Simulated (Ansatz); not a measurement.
Total energies of Zr2(Cl)8 (Zr2Cl8) from Ansatz at PBE0-D4/def2-TZVP, gas phase (1 Eh = 27.2114 eV = 2625.5 kJ/mol). The reference geometry is relaxed at r2SCAN-D4/def2-SVP.

| state | geometry | energy (Eh) |
| --- | --- | --- |
| charge 0 singlet | reference | -3775.26894 |
| charge 1 doublet | reference | -3774.86814 |
| charge 1 doublet | relaxed at r2SCAN-D4/def2-SVP | -3774.89474 |
| charge -1 doublet | reference | -3775.35648 |
| charge -1 doublet | relaxed at r2SCAN-D4/def2-SVP | -3775.37619 |
| free Zr atom (triplet) | – | -46.88229 |
| free Cl atom (doublet) | – | -459.99739 |

In the def2 sets Zr takes a core potential; there is no spin–orbit coupling.

Task: Work out the vertical ionisation energy to the doublet.

Result: E(charge 1 doublet) − E(charge 0 singlet) = -3774.86814 − (-3775.26894) = 0.40080 Eh = 10.91 eV. For comparison, −ε of the highest occupied level is 9.37 eV at this level, 1.54 eV less.

Task: Work out the vertical electron affinity, to the doublet.

Result: E(charge 0 singlet) − E(charge -1 doublet) = -3775.26894 − (-3775.35648) = 0.08754 Eh = 2.38 eV. The basis lacks diffuse functions, which makes affinities too small.

Task: Give the fundamental gap IE − EA, the Mulliken electronegativity (IE + EA)/2 and the hardness (IE − EA)/2.

Result: From the values in Eh: IE − EA = 0.40080 − 0.08754 = 0.31326 Eh = 8.52 eV; (IE + EA)/2 = 6.64 eV; (IE − EA)/2 = 4.26 eV. The HOMO–LUMO gap of the same run is 5.67 eV, 2.85 eV smaller than the fundamental gap.

Task: How much does the charge 1 doublet relax, and what is the adiabatic ionisation energy?

Result: Relaxation: -3774.86814 − (-3774.89474) = 0.02660 Eh = 0.72 eV. Adiabatic ionisation energy: 0.37420 Eh = 10.18 eV, without zero-point energy. Bonds change on the way (1 lost, 0 formed), so the relaxed form is another species. In the charge 1 doublet, Cl3 and Cl4 lie 2.72 Å apart (atoms count from 1), so these atoms are partly bonded to each other.

Task: How much does the charge -1 doublet relax, and what is the adiabatic electron affinity?

Result: Relaxation: -3775.35648 − (-3775.37619) = 0.01971 Eh = 0.54 eV. Adiabatic electron affinity: 0.10725 Eh = 2.92 eV, without zero-point energy. 

Task: What is the binding energy per atom against free atoms?

Result: Atoms: 2 × (-46.88229) + 8 × (-459.99739) = -3773.74370 Eh. Binding: -3773.74370 − (-3775.26894) = 1.52524 Eh = 41.50 eV, or 4.15 eV for each of 10 atoms (no zero-point energy, no counterpoise term).
